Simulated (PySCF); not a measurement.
# Deuteron quadrupole couplings in `NCc1cccc(N)c1`

Species: C₇H₁₀N₂.
Cartesian coordinates in Å at the GFN2-xTB level; atoms count from 1:
```xyz
19
C7H10N2 angstrom
N     -2.913   -0.631    0.094
C     -1.965   -0.398   -0.992
C     -0.622    0.088   -0.504
C     -0.380    1.447   -0.342
C      0.827    1.878    0.180
C      1.797    0.968    0.551
C      1.570   -0.400    0.399
N      2.503   -1.322    0.834
C      0.353   -0.824   -0.132
H     -2.530   -1.314    0.741
H     -3.051    0.230    0.615
H     -2.413    0.338   -1.665
H     -1.853   -1.341   -1.534
H     -1.135    2.165   -0.631
H      1.016    2.935    0.298
H      2.739    1.306    0.959
H      2.429   -2.248    0.444
H      3.447   -0.986    0.931
H      0.171   -1.883   -0.255
```

Level: PBE0/pcSseg-1 (PySCF, non-relativistic); Q(2H) = 0.00286 b; rigid geometry, the same for H and D, with no vibrational averaging.

**Question.** Rank these positions by the coupling χzz of a deuteron there, largest first.
A. H14 (aromatic hydrogen)
B. H12 (methylene hydrogen)
C. H10 (N–H hydrogen)
D. H18 (N–H hydrogen)

**Answer.** D (279 kHz), C (265 kHz), A (221 kHz), B (200 kHz).

**Question.** Tabulate Vzz, the asymmetry η and χzz = 234.96 MHz × Q × Vzz for every hydrogen position.

**Answer.** 
| atom | bonded to | bond length (Å) | Vzz (au) | η | χzz (kHz) |
| --- | --- | --- | --- | --- | --- |
| H10 | N1 | 1.016 | 0.3948 | 0.17 | 265 |
| H11 | N1 | 1.016 | 0.3948 | 0.17 | 265 |
| H12 | C2 | 1.093 | 0.2975 | 0.02 | 200 |
| H13 | C2 | 1.094 | 0.2977 | 0.02 | 200 |
| H14 | C4 | 1.080 | 0.3294 | 0.09 | 221 |
| H15 | C5 | 1.080 | 0.3273 | 0.06 | 220 |
| H16 | C6 | 1.081 | 0.3295 | 0.10 | 221 |
| H17 | N8 | 1.007 | 0.4145 | 0.19 | 279 |
| H18 | N8 | 1.007 | 0.4147 | 0.19 | 279 |
| H19 | C9 | 1.082 | 0.3262 | 0.11 | 219 |

**Question.** Average by the element that carries the hydrogen.

**Answer.** on N: 272 kHz over 4 positions, mean bond length 1.011 Å; on C: 214 kHz over 6 positions, mean bond length 1.085 Å.

**Question.** How does χzz go with the bond length over the 6 C–H bonds?

**Answer.** A straight-line fit has a slope of -16.2 kHz for each 0.01 Å, with a correlation coefficient of -1.00, over lengths from 1.080 to 1.094 Å. The longer bonds have the smaller couplings here.

One conformer (not necessarily the lowest) at the GFN2-xTB geometry, without solvent, vibrations or thermal averaging. GFN2-xTB bond lengths can be off by several hundredths of an ångström, more for odd bonds, and the gradients follow them. The basis is small and wasn't made for field gradients, so the couplings can be 20 % off.

These values come from a run that also computed NMR shieldings. Time: 42 s of wall time (with the writing of density and orbital grids); peak memory 0.90 GiB. Hardware: one thread of an Arm Neoverse V1, no GPU, on a shared host.
